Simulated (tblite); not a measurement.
C3H6F4OSi.
Structure used (GFN2-xTB), in Å, numbered top down from 1:
```xyz
15
C3H6F4OSi angstrom
C      2.6595    0.1589    0.2192
O      1.5704    1.0404    0.1022
Si     0.0288    0.9573    0.5456
C     -0.8088   -0.5057   -0.4164
F     -0.2679   -1.7094   -0.0032
C     -2.2980   -0.5467   -0.1712
F     -2.6138   -0.6577    1.1254
F     -2.8639    0.5953   -0.6043
F     -2.9280   -1.5442   -0.8049
H      2.3754   -0.8582   -0.0523
H      3.4424    0.5115   -0.4524
H      3.0333    0.1631    1.2442
H     -0.4758    2.2065    0.0105
H     -0.1998    0.6517    1.9551
H     -0.6583   -0.4547   -1.5005
```

Computed with GFN2-xTB (tblite): harmonic, unscaled wavenumbers at the GFN2-xTB geometry, gas phase. Against measured fundamentals such values can be off by several per cent, at times by over 20. Modes of hydrogen on silicon can be 10 to 20 % off. One conformer, not necessarily the lowest.

Harmonic wavenumbers (cm⁻¹): 26.7, 51.6, 64.7, 92.4, 122.9, 174.0, 200.1, 217.5, 259.6, 321.6, 387.3, 469.2, 503.7, 532.4, 608.5, 628.4, 702.6, 728.1, 749.5, 798.0, 859.5, 1033.6, 1053.6, 1068.5, 1121.9, 1132.1, 1171.3, 1186.0, 1196.5, 1275.0, 1410.8, 1470.2, 1473.3, 2301.6, 2401.3, 2935.9, 2977.1, 2987.6, 2999.5.

A = 2679, B = 773.3, C = 689.8 MHz; mass 162.012 u (most abundant isotopes); point group C1, symmetry number 1.

Question: Zero-point energy?

Answer: ½Σν̃ = 19847 cm⁻¹ = 237.42 kJ/mol.

Question: What is S at 400 K and 1 bar for an ideal gas of classical rigid rotors and harmonic oscillators?

Answer: Translation 178.42, rotation 128.34, vibration 198.19: S = 504.9 J/(mol K).

Question: And Cp and H(400 K) − H(0)?

Answer: Cp = 199.80 J/(mol K), of which vibrations give 166.54 (their classical limit is 39 R = 324.3); H(400 K) − H(0) = 50.96 kJ/mol without the zero-point energy, 37.65 from vibrations.

Question: What must be added to the electronic energy to get the Gibbs energy at 400 K and 1 bar?

Answer: ZPE + [H(400 K) − H(0)] − T·S = 237.42 + 50.96 − 201.98 = 86.40 kJ/mol.

Question: Blend soft modes into free rotors: weight 1/[1 + (100 cm⁻¹/ν̃)⁴] for the oscillator and the rest for a rotor with moment μB/(μ + B), μ = h/(8π²ν), B = 10⁻⁴⁴ kg m². What vibrational entropy results?

Answer: 175.05 J/(mol K) in place of 198.19, which changes −T·S at 400 K by +9.26 kJ/mol.

Question: Which modes carry the vibrational entropy at 400 K?

Answer: 26.7 cm⁻¹: 27.80; 51.6 cm⁻¹: 22.33; 64.7 cm⁻¹: 20.45; 92.4 cm⁻¹: 17.51; 122.9 cm⁻¹: 15.17; 174.0 cm⁻¹: 12.35 J/(mol K); the other 33 give 82.58 together.

Question: How do the functions run with temperature in this model?

Answer: 
```tsv
T (K)	S (J/(mol K))	Cp (J/(mol K))	H − H(0) (kJ/mol)	G − H(0) (kJ/mol)	ln q(vib)
50	262.4	65.6	2.42	-10.70	1.16
100	316.1	91.0	6.37	-25.24	3.01
298.15	451.1	167.4	32.20	-102.29	9.54
373.15	491.3	191.9	45.70	-137.65	11.75
500	552.4	225.2	72.26	-203.93	15.27
750	652.6	268.3	134.44	-355.04	21.53
1000	733.7	294.4	205.02	-528.66	27.02
```

q(vib) and H(0) count from the zero-point level.

Hindered rotation and anharmonicity are outside this model. Other conformers, if any are populated, would add a mixing term that is left out. The structure is chiral; the term R ln 2 for an equal mix with its mirror image is left out.
